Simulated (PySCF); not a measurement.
**Where the electron goes**

C2H12NPSi2.
Atom-mapped SMILES: `[CH3:1][CH2:2][NH:3][SiH2:4][PH:5][SiH3:6]` (hydrogens: H7, H8, H9 on C1; H10, H11 on C2; H12 on N3; H13, H14 on Si4; H15 on P5; H16, H17, H18 on Si6)

Geometry (GFN2-xTB, Å), atoms numbered from 1 in this order:
```
atom  x, y, z in Å
C1    -2.212    1.481   -0.606
C2    -2.253    0.005   -0.218
N3    -0.966   -0.505    0.182
Si4    0.155   -1.187   -0.913
P5     1.949   -1.609    0.349
Si6    3.152    0.247    0.106
H7    -3.198    1.821   -0.911
H8    -1.882    2.083    0.238
H9    -1.517    1.628   -1.429
H10   -2.967   -0.139    0.601
H11   -2.588   -0.589   -1.069
H12   -0.627   -0.073    1.029
H13    0.485   -0.355   -2.090
H14   -0.393   -2.454   -1.411
H15    2.594   -2.314   -0.641
H16    4.503   -0.047    0.581
H17    2.532    1.279    0.939
H18    3.225    0.735   -1.275
```

Computed, not measured: TDDFT CAM-B3LYP/def2-SVPD, vertical, gas phase, core orbitals frozen in the response in PySCF.

Frontier orbitals with the atoms that hold most of them (Löwdin shares over 4%, at most four atoms; ? is withheld):

```json
{"orbital": "HOMO-3", "ε (eV)": "-10.81", "atoms": "P5 21%, Si6 18%, H17 16%, H15 13%"}
{"orbital": "HOMO-2", "ε (eV)": "-9.81", "atoms": "P5 36%, Si6 19%, Si4 18%, H16 8%"}
{"orbital": "HOMO-1", "ε (eV)": "-8.38", "atoms": "P5 62%, Si4 11%, Si6 11%, H15 6%"}
{"orbital": "HOMO", "ε (eV)": "-8.22", "atoms": "?"}
{"orbital": "LUMO", "ε (eV)": "?", "atoms": "?"}
{"orbital": "LUMO+1", "ε (eV)": "1.08", "atoms": "Si6 33%, P5 17%, Si4 11%, H18 6%"}
{"orbital": "LUMO+2", "ε (eV)": "1.14", "atoms": "Si6 25%, P5 19%, Si4 16%, H18 9%"}
```

(1) Which atoms hold the HOMO, and with what shares?

(2) Which atoms hold the LUMO, and with what shares?

(3) What is the LUMO energy, and the HOMO–LUMO gap?

## Answers

(1) N3 (bonded to C, Si and H) 55%; Si4 (bonded to N, P and 2 H) 10%; C2 (bonded to C, N and 2 H) 9%; C1 (bonded to C and 3 H) 7%. By element: nitrogen 55%, carbon 16%, silicon 10% or more.

(2) Si4 (bonded to N, P and 2 H) 16%; Si6 (bonded to P and 3 H) 16%; P5 (bonded to 2 Si and H) 15%; H12 (bonded to N) 6%. By element: silicon 32%, phosphorus 15%, hydrogen 6% or more.

(3) ε(LUMO) = 0.85 eV; the gap is 9.07 eV (0.3334 hartree).

Question: The HOMO–LUMO gap is 9.07 eV. Where does the response calculation put the lowest singlet, and from which orbitals?

Answer: S1 is at 5.85 eV (f = 0.0015), 3.22 eV below the gap, made of HOMO→LUMO (78%), HOMO→LUMO+1 (12%). 

Question: One configuration dominates each of S1 and S2. Which, and how do the shares of the two leading atoms of either orbital change from the occupied to the empty one?

Answer: 
- S1 (5.85 eV, f 0.0015), HOMO→LUMO (78%): N3 55% → at most 7%, Si4 10% → 16%, Si6 at most 8% → 16%
- S2 (5.98 eV, f 0.019), HOMO-1→LUMO (72%): P5 62% → 15%, Si4 11% → 16%, Si6 11% → 16%

Löwdin shares depend on the basis, the more so with diffuse functions.

One conformer stands for the species.
